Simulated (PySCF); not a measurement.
Scan of H₂B (anion, charge -1), singlet: symmetric bend, bond length relaxed. Scanned: H-B-H angle. Other coordinates (B-H bond length) were minimised at PBE0/def2-TZVP. Each profile is relative to its own lowest point.

```
a / °      A      B      C
-----  -----  -----  -----
180     90.8   84.8   91.2
170     86.8   81.2   87.1
160     75.6   71.1   75.7
150     59.2   56.1   59.2
140     40.4   38.8   40.7
130     22.4   22.0   23.1
120      8.0    8.4    8.9
110      0.0    0.3    0.6
100      0.7    0.0    0.0
90      11.9    9.2    8.9
80      35.3   29.1   28.3
70      71.6   60.5   58.8
60     120.4  103.2  100.2
```

Energies in kJ/mol.

**Question.** Assign the columns to these levels of theory: PySCF with CCSD(T) on RHF/aug-cc-pVDZ, 1 core orbital frozen; M06-2X/aug-cc-pVDZ in PySCF; RHF/aug-cc-pVDZ run with PySCF.

**Answer.** A is RHF; B is M06-2X; C is CCSD(T).
